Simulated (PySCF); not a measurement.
Re⁻ (rhenium, charge -1) across methods

[Xe] 4f14 5d6 6s2, high-spin 5D determinant. Computed with PySCF 2.14 in def2-TZVPPD with the def2 core potential (60 electrons), with a scalar-relativistic core potential.

```json
{"method": "PW91", "E (hartree)": "-78.2424", "mean ε 6s β (eV)": "1.368", "mean ε 5d α (eV)": "1.606", "mean ε 5d β (eV)": "3.463", "Σ⟨r²⟩ (bohr²)": "74.25", "⟨S²⟩": "6.019"}
{"method": "PBE0", "E (hartree)": "-78.1515", "mean ε 6s β (eV)": "0.880", "mean ε 5d α (eV)": "0.382", "mean ε 5d β (eV)": "2.529", "Σ⟨r²⟩ (bohr²)": "74.29", "⟨S²⟩": "6.023"}
{"method": "M06-L", "E (hartree)": "-78.2090", "mean ε 6s β (eV)": "1.616", "mean ε 5d α (eV)": "1.397", "mean ε 5d β (eV)": "3.302", "Σ⟨r²⟩ (bohr²)": "75.58", "⟨S²⟩": "6.045"}
{"method": "PBE", "E (hartree)": "-78.2004", "mean ε 6s β (eV)": "1.402", "mean ε 5d α (eV)": "1.640", "mean ε 5d β (eV)": "3.510", "Σ⟨r²⟩ (bohr²)": "74.35", "⟨S²⟩": "6.019"}
{"method": "LC-wPBE", "E (hartree)": "-78.1547", "mean ε 6s β (eV)": "-0.797", "mean ε 5d α (eV)": "-2.191", "mean ε 5d β (eV)": "0.080", "Σ⟨r²⟩ (bohr²)": "74.14", "⟨S²⟩": "6.027"}
{"method": "UHF", "E (hartree)": "-77.45003", "mean ε 6s β (eV)": "0.299", "mean ε 5d α (eV)": "-3.093", "mean ε 5d β (eV)": "0.451", "Σ⟨r²⟩ (bohr²)": "76.19", "⟨S²⟩": "6.058"}
{"method": "LDA", "E (hartree)": "-78.0195", "mean ε 6s β (eV)": "1.141", "mean ε 5d α (eV)": "1.573", "mean ε 5d β (eV)": "3.543", "Σ⟨r²⟩ (bohr²)": "74.14", "⟨S²⟩": "6.016"}
{"method": "r2SCAN", "E (hartree)": "-78.2005", "mean ε 6s β (eV)": "1.301", "mean ε 5d α (eV)": "1.284", "mean ε 5d β (eV)": "3.496", "Σ⟨r²⟩ (bohr²)": "74.33", "⟨S²⟩": "6.046"}
```

Estimate the same row for TPSS.

E (hartree) = -78.1567; mean ε 6s β (eV) = 1.440; mean ε 5d α (eV) = 1.599; mean ε 5d β (eV) = 3.420; Σ⟨r²⟩ (bohr²) = 74.50; ⟨S²⟩ = 6.022.

Energies and moments cover only the electrons outside the core potential. Spin-orbit coupling, absent here, splits the open shell strongly. At PW91 the highest occupied level has a positive energy, so only the finite basis holds that electron; in a semilocal or global hybrid functional this comes from self-interaction and does not mean that the real anion is unbound.

The highest occupied level is positive at PW91, PBE0, M06-L, PBE, LC-wPBE, UHF, TPSS, LDA, r2SCAN: only the finite basis holds that electron, at UHF too, so the state is unbound at these levels.
